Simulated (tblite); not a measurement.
Isomers of C4H15FSi3. Computed with GFN2-xTB (tblite): harmonic, unscaled wavenumbers at the GFN2-xTB geometry, gas phase. The method is semi-empirical: single wavenumbers can be off by several per cent or more. Modes of hydrogen on silicon can be 10 to 20 % off. One conformer each.

Electronic energies: GFN2-xTB at the same geometries; isomer energies are rough at this level and their order can be wrong.

```csv
SMILES,"electronic energy, lowest = 0 (kJ/mol)"
CC[Si@H](C[SiH3])[SiH2]CF,220.1
CC[Si@H](CF)C[SiH2][SiH3],224.5
FCCC([SiH3])([SiH3])C[SiH3],156.8
CC(C)C[SiH2][SiH2][SiH2]F,0.0
```

Q: How do GFN2-xTB zero-point energies change the relative energies?

A: 
| SMILES | ZPE (kJ/mol) | of it from modes above 1550 cm⁻¹ | electronic (kJ/mol) | with ZPE, lowest = 0 (kJ/mol) | lowest mode (cm⁻¹) | rings |
| --- | --- | --- | --- | --- | --- | --- |
| CC(C)C[SiH2][SiH2][SiH2]F | 452.7 | 240.3 | 0.0 | 0.0 | 13 | 0 |
| FCCC([SiH3])([SiH3])C[SiH3] | 432.2 | 227.1 | 156.8 | 136.4 | 36 | 0 |
| CC[Si@H](C[SiH3])[SiH2]CF | 445.1 | 239.9 | 220.1 | 212.5 | 6 | 0 |
| CC[Si@H](CF)C[SiH2][SiH3] | 445.2 | 240.0 | 224.5 | 217.0 | 24 | 0 |

The zero-point energies span 20.5 kJ/mol, from `FCCC([SiH3])([SiH3])C[SiH3]` to `CC(C)C[SiH2][SiH2][SiH2]F`. The order is unchanged.
